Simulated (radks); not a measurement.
Results of a calculation; reference values are marked as such.
Ionisation ladder of molybdenum, from Mo10+ to Mo22+. Each ion is in the ground configuration listed by NIST, and IE = E(next ion) - E(this ion). Code: a radial shooting solver on a logarithmic mesh with Libxc functionals. Model: scalar-relativistic Kohn-Sham, LDA (Slater exchange, Perdew-Wang correlation), spin-polarised, spherical densities, finite nucleus; open shells are filled with parallel spins first (spin-orbit coupling, left out, can overturn this in heavy ions); Fermi nuclear charge, rms radius 4.4091 fm.

species,configuration,"IE, Delta-SCF (eV)",-e(HOMO) (eV),HOMO,"IE, NIST (eV)",kind,error (eV)
Mo10+,[Ar] 3d10 4s2 4p2,208.68,198.47,4p up,209,theory,-0.6
Mo11+,[Ar] 3d10 4s2 4p1,229.22,219.00,4p up,230.3,semi-emp.,-1.1
Mo12+,[Ar] 3d10 4s2,280.93,270.50,4s,279.1,semi-emp.,+1.8
Mo13+,[Ar] 3d10 4s1,305.13,294.64,4s up,302.60,exp.,+2.5
Mo14+,[Ar] 3d10,543.62,518.37,3d,544.0,semi-emp.,-0.4
Mo15+,[Ar] 3d9,595.37,569.38,3d down,591,theory,+4.4
Mo16+,[Ar] 3d8,648.56,621.88,3d down,646,theory,+2.6
Mo17+,[Ar] 3d7,703.10,675.77,3d down,702,theory,+1.1
Mo18+,[Ar] 3d6,758.88,730.96,3d down,758,theory,+0.9
Mo19+,[Ar] 3d5,832.20,802.69,3d up,829,theory,+3.2
Mo20+,[Ar] 3d4,892.46,862.28,3d up,890,theory,+2.5
Mo21+,[Ar] 3d3,954.05,923.23,3d up,953,theory,+1.1
Mo22+,[Ar] 3d2,1016.9,985.47,3d up,1019,theory,-2.1

Reference values: NIST Atomic Spectra Database (exp. = measured, semi-emp. = semi-empirical, theory = theoretical value adopted there). Errors are taken from the NIST values before rounding. The ionisation energy per charge of the ion left behind rises most, in proportion, at Mo14+ ([Ar] 3d10), from 21.795 to 36.241 eV. Against the entries that are not theoretical the mean signed error is +0.2 % and the largest +0.8 %. Open shells are spherical and high-spin; term and fine-structure splittings are not resolved.
